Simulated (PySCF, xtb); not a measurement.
Si(H)(F)2(NHSiH3) (F₂H₅NSi₂), SMILES F[SiH](F)N[SiH3].

GFN2-xTB in xtb at its own geometry gives an orbital gap of 5.51 eV and a dipole moment of 2.58 D.

Coordinates come from a PBE0-D3(BJ)/def2-SVP optimisation. The values are those of a single conformer.

Q: What does PBE/def2-TZVP (PySCF) give? (The exact figures need the calculation; the answer reports its results.)

A: gap 6.06 eV (levels -6.93 and -0.87 eV), dipole 1.91 D.
